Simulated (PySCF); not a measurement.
The dipole of `C=CP(C#CC)C(F)(F)F` from its density and from atomic charges.

Coordinates (PBE0-D3(BJ)/def2-SVP, Å) and charges (e) from the PBE0/pcSseg-1 density (PySCF):

| atom | x | y | z | Mulliken | IAO | Hirshfeld | ESP-fitted |
| --- | --- | --- | --- | --- | --- | --- | --- |
| C1 | -1.856 | -1.539 | -0.039 | -0.1251 | -0.2774 | -0.0836 | -0.4374 |
| C2 | -2.068 | -0.257 | -0.340 | -0.4690 | -0.3520 | -0.1038 | +0.0506 |
| P3 | -0.793 | 0.959 | -0.800 | +0.6211 | +0.5706 | +0.1582 | -0.1083 |
| C4 | 0.695 | 0.178 | -0.284 | -0.3009 | -0.3379 | -0.1410 | -0.0990 |
| C5 | 1.767 | -0.355 | -0.060 | -0.2899 | +0.0125 | -0.0110 | +0.0994 |
| C6 | 3.045 | -0.979 | 0.219 | -0.1976 | -0.4321 | -0.0874 | -0.5366 |
| C7 | -1.034 | 2.128 | 0.673 | +0.6319 | +0.6362 | +0.2072 | +0.2899 |
| F8 | -0.954 | 1.547 | 1.867 | -0.2523 | -0.2694 | -0.0926 | -0.1415 |
| F9 | -0.128 | 3.104 | 0.638 | -0.2585 | -0.2738 | -0.0946 | -0.0962 |
| F10 | -2.249 | 2.684 | 0.578 | -0.2715 | -0.2832 | -0.0956 | -0.1045 |
| H11 | -2.692 | -2.220 | 0.141 | +0.1333 | +0.1576 | +0.0553 | +0.1772 |
| H12 | -0.843 | -1.946 | 0.041 | +0.1384 | +0.1551 | +0.0409 | +0.2043 |
| H13 | -3.089 | 0.134 | -0.424 | +0.1569 | +0.1638 | +0.0483 | +0.1178 |
| H14 | 3.228 | -1.819 | -0.468 | +0.1592 | +0.1764 | +0.0664 | +0.1964 |
| H15 | 3.866 | -0.256 | 0.090 | +0.1628 | +0.1785 | +0.0677 | +0.1981 |
| H16 | 3.087 | -1.364 | 1.250 | +0.1611 | +0.1751 | +0.0655 | +0.1898 |

What dipole does each set of charges give (1 e·Å = 4.803 D), and what does the density give?

The full density gives (1.53, -2.89, -0.17) D, 3.27 D in size; dipole vectors point from the negative to the positive end.

```tsv
scheme	μx	μy	μz	size (D)	share of the full size (%)	angle to the full dipole (°)
Mulliken	1.43	-2.50	-2.60	3.88	119	39
IAO	1.30	-2.33	-3.01	4.03	123	45
Hirshfeld	1.48	-1.46	-0.81	2.23	68	25
ESP-fitted	1.54	-2.86	-0.26	3.26	100	2
```

Which set comes closest?

Length of the difference vector: ESP-fitted 0.09 D, Hirshfeld 1.56 D, Mulliken 2.46 D, IAO 2.90 D. Closest: ESP-fitted. ESP charges are fitted to the potential around the molecule, whose slowest-falling term is the dipole's. The schemes that divide the density aren't constrained to reproduce the dipole.

What is left for the Hirshfeld atoms' own dipoles?

The Hirshfeld atoms' densities add up to the full density, so μ = Σ q r + Σ (atomic dipoles). The atomic dipoles sum to (1.53, -2.89, -0.17) − (1.48, -1.46, -0.81) = (0.05, -1.43, 0.63) D, 1.56 D in size.

With the origin at the mean of the coordinates, (-0.001, 0.000, 0.193) Å, which are the largest single terms, by size, of the Hirshfeld dipole along the direction of the full one?

C7 -2.38, F10 +1.58, F9 +1.28, H14 +1.01, C6 -0.96 D; all 16 atoms together +2.03 D. The single terms depend on the origin, their sum doesn't.

Give the size of the full dipole in other units.

3.27 D = 1.287 au = 0.681 e·Å = 10.91 × 10⁻³⁰ C·m.

Geometry: PBE0-D3(BJ)/def2-SVP, one conformer, isolated molecule.

Shape of the structure used: `[CH2:1]=[CH:2][P:3]([C:4]#[C:5][CH3:6])[C:7]([F:8])([F:9])[F:10]`: C1–C2–P3–C4 -16°, C2–P3–C7–F8 54°.
